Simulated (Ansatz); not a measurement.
Two isomers of C3H9NSi: A = `C=CN[SiH2]C`, B = `C[C@H]1N[Si@H]1C`.

Isolated molecules relaxed with PBE0-D4/def2-TZVP in Ansatz; ΔE leaves out vibrations. CCSD(T)/CBS adds triple-zeta CCSD(T) − MP2 to the extrapolated MP2 energy (def2 sets, frozen cores). DFT in def2-TZVPP. B3LYP here is the variant with VWN-RPA as its local correlation; programs differ in this. Each species was taken in one conformer, which may not be the lowest.

A:

Z-matrix (Å, degrees):
```
Si
C 1 1.862
N 1 1.733 2 109.1
H 1 1.493 2 108.8 3 123.4
H 1 1.487 2 112.6 3 -117.5
H 2 1.093 1 111.0 3 -59.9
H 2 1.093 1 110.3 3 -178.9
H 2 1.092 1 111.2 3 60.8
C 3 1.381 1 125.8 2 -153.5
H 3 1.010 1 119.2 2 38.8
C 9 1.333 3 126.7 1 -169.2
H 9 1.087 3 113.6 1 11.8
H 11 1.080 9 120.2 3 -178.4
H 11 1.085 9 122.0 3 1.2
```

B:

Z-matrix (Å, degrees):
```
C
C 1 1.504
H 1 1.093 2 110.8
H 1 1.092 2 111.2 3 120.3
H 1 1.096 2 111.1 3 -120.1
N 2 1.500 1 115.3 3 -168.0
Si 2 1.835 1 127.2 3 -96.0
H 2 1.092 1 113.1 3 57.5
H 6 1.009 2 116.3 1 -119.2
C 7 1.855 2 125.6 1 -3.2
H 7 1.486 2 117.2 1 152.5
H 10 1.093 7 110.9 2 99.8
H 10 1.093 7 110.6 2 -140.4
H 10 1.091 7 110.2 2 -20.7
```

Which isomer does CCSD(T)/CBS put lower? Give the gap. (An estimate is asked.)

Ansatz gave: A, by 16.5 kcal/mol.

Give E(B) − E(A) in kcal/mol with CCSD(T)/def2-TZVPP, B2PLYP, B3LYP, ωB97M-V, PBE-D4, CCSD/def2-TZVPP, PBE0-D4. (Estimate.)

Ansatz gave: CCSD(T)/def2-TZVPP 16.8, B2PLYP 18.5, B3LYP 19.9, ωB97M-V 15.9, PBE-D4 14.2, CCSD/def2-TZVPP 17.5, PBE0-D4 14.3. None reverses the order clearly.

Largest T1 diagnostic: 0.011.

In def2-TZVPP, CCSD(T) changes the Hartree–Fock value by −8.2 kcal/mol (the triples alone add −0.7 kcal/mol) and MP2 by −10.0 kcal/mol.
